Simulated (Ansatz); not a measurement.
Cost and result for the atomization energy of C$_{3}$H$_{4}$AlF (`F[C]1=C[CH2][AlH]1`) (9 atoms, 9 bonds).

```csv
atom,x (Å),y (Å),z (Å)
F1,-0.9017,2.0651,1.2958
C2,-0.4522,0.9203,0.7761
C3,-0.0888,0.7858,-0.5130
C4,0.3831,-0.6231,-0.8326
Al5,-0.0124,-0.9289,1.0728
H6,-0.1257,1.5900,-1.2507
H7,1.4215,-0.6592,-1.1714
H8,-0.2317,-1.1184,-1.5882
H9,0.0080,-2.0317,2.2112
```

Total charge 0; spin multiplicity 1. Geometry: relaxed with PBE0-D4/def2-TZVP. Program: Ansatz. All runs use 2 threads of an Arm Neoverse V1 on a shared host. Times are those of one run each, without the atoms' runs, and a repeat can differ threefold. Electronic energies, without spin–orbit coupling; frozen cores. CCSD(T)/CBS adds CCSD(T) − MP2 in def2-TZVPP to the MP2 limit, and its time is that of the two runs behind it. T1 = 0.013. B3LYP takes the VWN-RPA correlation (the form of Gaussian; ORCA's B3LYP/G). HSE06 is the plane-wave form, built on full-range PBE exchange.

CCSD(T)/CBS is a level of theory with its own doubt, some kJ/mol a heavy atom from the limit and from the frozen cores, so smaller differences don't rank the functionals.

```
                             level  functions  wall time
            LDA (SPW92)/def2-TZVPP        222      1.9 s
   PBE-D4/def2-TZVPP (with forces)        222      3.7 s
               HSE06-D4/def2-TZVPP        222      4.4 s
                  CCSD(T)/def2-SVP         94        5 s
 B3LYP-D4/def2-TZVPP (with forces)        222      6.5 s
r2SCAN-D4/def2-TZVPP (with forces)        222        7 s
               PBE-QIDH/def2-TZVPP        222        8 s
                 B2PLYP/def2-TZVPP        222        8 s
                ωB97X-V/def2-TZVPP        222       12 s
                 B97M-V/def2-TZVPP        222       15 s
                    MP2/def2-QZVPP        418       28 s
                CCSD(T)/def2-TZVPP        222    2.1 min
                 CCSD(T)/CBS(def2)          –    2.6 min
```

(1) What atomization energy does each give, and how far from CCSD(T)/CBS? (An estimate is asked.)

## Answers

(1) The calculation gave: 
```tsv
level	atomization (kJ/mol)	difference from CCSD(T)/CBS	per bond
LDA (SPW92)/def2-TZVPP	4052.5	570.0	63.3
PBE-D4/def2-TZVPP (with forces)	3599.9	117.4	13.0
HSE06-D4/def2-TZVPP	3524.6	42.1	4.7
CCSD(T)/def2-SVP	3322.6	-159.9	-17.8
B3LYP-D4/def2-TZVPP (with forces)	3478.1	-4.4	-0.5
r2SCAN-D4/def2-TZVPP (with forces)	3513.8	31.3	3.5
PBE-QIDH/def2-TZVPP	3487.7	5.2	0.6
B2PLYP/def2-TZVPP	3450.9	-31.6	-3.5
ωB97X-V/def2-TZVPP	3498.8	16.3	1.8
B97M-V/def2-TZVPP	3518.7	36.2	4.0
MP2/def2-QZVPP	3537.4	54.9	6.1
CCSD(T)/def2-TZVPP	3391.7	-90.8	-10.1
CCSD(T)/CBS(def2)	3482.5	0.0	0.0
```

At CCSD(T), def2-SVP lies −159.9 kJ/mol from the extrapolated value and def2-TZVPP −90.8 kJ/mol: correlation converges slowly with the basis, and small sets miss more of it in the bonded molecule than in its fragments. Leaving LDA and LC-ωPBE aside and taking each functional with its dispersion term where it has one, the values, not all of them listed here, spread over 239.6 kJ/mol, from BHLYP-D4 to PBE-D4. LDA lies +469.2 kJ/mol from PBE without D4, its usual overbinding. From BLYP to BHLYP (50 % exact exchange), in def2-TZVPP and without D4, the atomization energy moves by −105.6 kJ/mol: exact exchange takes away binding that semilocal exchange gives to molecules.
